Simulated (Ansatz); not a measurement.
AlBH6OSSi. Charge 0, multiplicity 1. The bonds changed during the relaxation, so this is another structure than the one it started from.

```xyz
11

B    -1.840   -0.697   -0.514
Si    0.064   -0.732   -0.854
S    -0.847   -1.612    1.058
O     1.115    0.452   -0.527
Al    1.840    1.719    0.328
H    -2.467   -1.573   -1.039
H    -2.388    0.296   -0.135
H     0.796   -1.862   -1.478
H    -0.577   -0.499    1.762
H     2.775    2.700   -0.475
H     1.529    1.807    1.875
```

Q: What are the harmonic wavenumbers in cm⁻¹ at PBE0-D4/def2-TZVP (Ansatz, finite differences of forces, unscaled)? (Estimate.)

A: Computed: 33, 59, 108, 201, 215, 272, 411, 418, 517, 564, 613, 618, 633, 675, 715, 783, 840, 884, 911, 1095, 1129, 1949, 1973, 2234, 2563, 2657, 2702.

Q: Is this a minimum?

A: Yes, all 27 modes are real.

Q: Give the ideal-gas thermochemistry at 298.15 K and 1 bar (rigid rotor, harmonic oscillator; point group C1, symmetry number 1).

A: Zero-point energy 154.2 kJ/mol; H(298) − E = 179.6 kJ/mol; entropy 390.1 J/(mol·K), of which translation 168.6, rotation 117.9, vibration 103.7; G(298) − E = 63.3 kJ/mol. Modes under 100 cm⁻¹ are hindered rotations or soft bends, so the harmonic entropy is rough.
